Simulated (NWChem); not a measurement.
Species: AlH₂OCl; SMILES [OH][AlH][Cl]

```xyz
5

Al    -0.5793     0.6087     0.0000
H     -2.1439     0.6903     0.0000
Cl     0.4180    -1.2441     0.0000
O      0.3066     2.0498     0.0000
H      1.2591     2.1544     0.0000
```
Atoms are numbered in this order, from 1.

Program: NWChem. Pople sets run with spherical d functions. All runs use the structure optimised with PBE0/def2-SVP. Atomic charges in e: unrestrained fits to the electrostatic potential beside Mulliken populations; buried atoms are poorly determined by the fit.

Problem. What does the run give for Hartree-Fock/6-31G*? Quantities: ESP Al1; Mulliken Al1; ESP Cl3; Mulliken Cl3; ESP O4; Mulliken O4; relative RMS misfit of the potential (%).

Solution. 
```yaml
ESP Al1: 1.08
Mulliken Al1: 0.97
ESP Cl3: -0.40
Mulliken Cl3: -0.37
ESP O4: -0.85
Mulliken O4: -0.95
relative RMS misfit of the potential (%): 27
```
